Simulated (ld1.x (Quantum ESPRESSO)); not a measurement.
Cutoff test, Mg, PAW

ld1.x (Quantum ESPRESSO) 7.5 input, shortened:

```
&input
   title='Mg', zed=12., rel=1, dft='PBE', iswitch=3,
   config='[Ne] 3s2 3p0 3d-2'
 /
 &inputp
   pseudotype=3, lpaw=.true., tm=.true., lloc=-2, rcloc=0.95,
   nlcc=.true., new_core_ps=.true., rcore=0.70,
   which_augfun='BESSEL', rmatch_augfun=0.85
 /
6
2S  1  0   2.00   0.00  0.95  1.05  0.0
3S  2  0   2.00   0.00  0.95  1.05  0.0
2P  2  1   6.00   0.00  1.15  1.50  0.0
3P  3  1   0.00   0.00  1.15  1.50  0.0
3D  3  2  -2.00   0.45  0.80  1.05  0.0
3D  3  2  -2.00   1.65  0.80  1.05  0.0
 &test
   configts(1)='2s2 2p6 3s2 3p0'
 /
```

The pseudo-atom Hamiltonian at the reference potential is diagonalised in spherical Bessel functions j_l(qr) that vanish at 20 bohr, with q² up to the cutoff. All-electron valence levels (Ry): 2s -5.8685, 3s -0.3458, 2p -3.4261, 3p -0.0978.

Task: How do the lowest levels (Ry) of each channel move with the cutoff, and are there ghosts?

Result:

```csv
cutoff (Ry),s #1,s #2,s #3,p #1,p #2,d #1,d #2,f #1,f #2,Σ f·Δε (mRy)
8,-4.6544,-0.2526,0.0134,-2.8205,-0.0486,0.0531,0.1352,0.1080,0.2297,6248.5
12,-5.2619,-0.2889,0.0085,-3.2083,-0.0590,0.0530,0.1351,0.1080,0.2297,2633.6
15,-5.4553,-0.3019,0.0069,-3.3331,-0.0635,0.0530,0.1350,0.1080,0.2297,1471.8
21,-5.7255,-0.3232,0.0043,-3.3999,-0.0674,0.0530,0.1349,0.1080,0.2297,488.6
30,-5.8267,-0.3339,0.0030,-3.4236,-0.0725,0.0530,0.1349,0.1080,0.2297,122.7
40,-5.8620,-0.3404,0.0022,-3.4257,-0.0804,0.0530,0.1349,0.1080,0.2297,26.3
45,-5.8655,-0.3418,0.0020,-3.4257,-0.0883,0.0530,0.1349,0.1080,0.2297,16.4
55,-5.8681,-0.3443,0.0017,-3.4259,-0.0960,0.0530,0.1349,0.1080,0.2297,5.2
70,-5.8682,-0.3456,0.0015,-3.4260,-0.0972,0.0530,0.1348,0.1080,0.2297,1.6
80,-5.8683,-0.3458,0.0015,-3.4260,-0.0974,0.0530,0.1348,0.1080,0.2297,1.0
100,-5.8685,-0.3458,0.0015,-3.4261,-0.0977,0.0530,0.1348,0.1080,0.2297,0.2
400,-5.8685,-0.3458,0.0015,-3.4261,-0.0978,0.0530,0.1348,0.1080,0.2297,0.0
```

Result: no extra level below or beside the all-electron valence levels (s, p, d, f tested); 10 mRy is reached at 50 Ry and 1 mRy at 80 Ry.

1 of 7 tests not solved or not reliable.
